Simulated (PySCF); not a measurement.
A structure optimised at PBE0-D3(BJ)/def2-SVP, used in a PySCF frequency run:

```
Sn
Cl 1 2.3236
Cl 1 2.3236 2 108.06
Cl 1 2.3236 2 108.06 3 116.70
I 1 2.6491 2 110.85 3 -121.65
```
Charge 0, spin multiplicity 1.

### Question
Write its SMILES, formula and point group.

### Answer
[Cl][Sn]([Cl])([Cl])[I], Cl₃ISn, C3v

### Question
What are its rotational constants (standard atomic weights)?

### Answer
1.0078, 0.48643, 0.48643 GHz
